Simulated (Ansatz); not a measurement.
Total energies of Mo2N2 from Ansatz at PBE-D4/def2-TZVP, gas phase (1 Eh = 27.2114 eV = 2625.5 kJ/mol). The reference geometry is relaxed at PBE-D4/def2-TZVP.

```xyz
4

Mo    1.0148    0.1317    0.4592
Mo   -1.0150   -0.1318   -0.4593
N    -0.7139   -1.7635   -0.5711
N     0.7141    1.7635    0.5712
```

| state | geometry | energy (Eh) |
| --- | --- | --- |
| charge 0 singlet | reference | -245.87872 |
| charge 1 doublet | reference | -245.61063 |
| charge 0 triplet | relaxed at PBE-D4/def2-TZVP | -245.85907 |
| charge 0 quintet | relaxed at PBE-D4/def2-TZVP | -245.87015 |
| free Mo atom (septet) | – | -68.12409 |
| free N atom (quartet) | – | -54.53214 |

In the def2 sets Mo takes a core potential; there is no spin–orbit coupling.

(1) Work out the vertical ionisation energy to the doublet.

(2) Which of the charge 0 states is lowest, and how far above it are the others?

(3) What is the binding energy per atom against free atoms?

(1) E(charge 1 doublet) − E(charge 0 singlet) = -245.61063 − (-245.87872) = 0.26809 Eh = 7.30 eV. For comparison, −ε of the highest occupied level is 4.75 eV at this level, 2.55 eV less.

(2) The singlet. triplet: -245.85907 − (-245.87872) = 0.01965 Eh = 51.6 kJ/mol; quintet: -245.87015 − (-245.87872) = 0.00857 Eh = 22.5 kJ/mol.

(3) Atoms: 2 × (-68.12409) + 2 × (-54.53214) = -245.31246 Eh. Binding: -245.31246 − (-245.87872) = 0.56626 Eh = 15.41 eV, or 3.85 eV for each of 4 atoms (no zero-point energy, no counterpoise term).

The structure comes from a short search, and lower isomers may exist.
